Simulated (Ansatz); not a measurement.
`[F][GeH2][InH2]` → `[GeH2]` + `[F][InH2]` at 700 K and 1 bar (germylene formation by 1,1-elimination).

Gas-phase electronic energies from Ansatz, PBE0-D4/def2-TZVP geometries. CCSD(T)/CBS is the MP2 limit (def2-TZVPP, def2-QZVPP) plus CCSD(T) − MP2 in def2-TZVPP, frozen cores. Elements past krypton have def2 core potentials. For Ge, In outer-core shells are correlated without core-valence functions, which leaves a few kJ/mol of doubt a bond. Scalar relativity is left out up to krypton.

| species | CCSD(T)/CBS energy (Eh) | H − E (kJ/mol) | S (J/(mol·K)) |
| --- | --- | --- | --- |
| `[F][GeH2][InH2]` | -2368.13046 | 142.2 | 444.5 |
| `[GeH2]` | -2077.24753 | 54.8 | 253.9 |
| `[F][InH2]` | -290.81142 | 72.4 | 317.2 |

H − E and S are ideal-gas, rigid-rotor, harmonic terms from PBE0-D4/def2-TZVP. 1 Eh = 2625.50 kJ/mol, R = 8.31446 J/(mol·K).

Q: By hand: ΔE, ΔH, ΔS and ΔG.

A: ΔE = (-2077.24753) + (-290.81142) − (-2368.13046) = 0.07151 Eh = 187.7 kJ/mol. Δ(H − E) = 54.8 + 72.4 − 142.2 = -15.0, so ΔH = 172.7 kJ/mol. ΔS = 253.9 + 317.2 − 444.5 = 126.6 J/(mol·K). ΔG = 172.7 − 700 × (126.6)/1000 = 84.1 kJ/mol.

Q: By hand: the equilibrium constant, and the temperature at which ΔG would vanish if ΔH and ΔS stayed fixed.

A: log₁₀ K = −ΔG/(RT ln 10) = -6.3. ΔG = 0 at ΔH/ΔS = 1364 K.

The number of gas molecules changes by +1, which sets the sign of ΔS. A doubt of 5 kJ/mol in ΔE shifts log₁₀ K by 0.4 here. These are equilibria of isolated gas molecules and say nothing of rates. Largest T1 diagnostic: 0.016 (customary marks: 0.02 for closed shells, 0.045 for open ones).
